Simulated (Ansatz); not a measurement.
H$_{4}$NPSSi (`SP1N[SiH2]1`), relaxed with RKS PBE-D4/def2-SVP in Ansatz 0.2.0 from a rough embedded geometry. The force threshold is 0.03 eV/Å; the program also tests the step.

Total charge 0; spin multiplicity 1.

Start:

```xyz
8

S     0.190   -1.472   -1.269
P     1.217   -0.395    0.143
N     0.432    0.974   -0.151
Si   -0.777    1.118    0.871
H     1.027   -2.582   -1.329
H     0.208    1.096   -1.133
H    -0.458    1.184    2.286
H    -1.838    0.077    0.581
```

(1) By how much does the energy fall, and how many steps does the optimiser take? (Best estimate.)

(2) Which bonds change most? (Estimate.)

(3) Give the relaxed structure. (Estimate.)

Answers

(1) Computed: 225.24 kJ/mol, in 18 steps, 1 of them rejected.

(2) The calculation gave: P2–Si4 from 2.607 to 2.241 Å; P2–N3 from 1.605 to 1.774 Å; S1–P2 from 2.052 to 2.201 Å; N3–Si4 from 1.590 to 1.736 Å.

(3) Computed: 
```xyz
8

S     0.042   -2.040   -0.892
P     1.143   -0.487    0.212
N     0.482    1.088   -0.268
Si   -0.637    0.637    0.980
H     1.096   -2.337   -1.705
H     0.503    1.546   -1.182
H    -0.625    1.454    2.235
H    -2.005    0.139    0.620
```
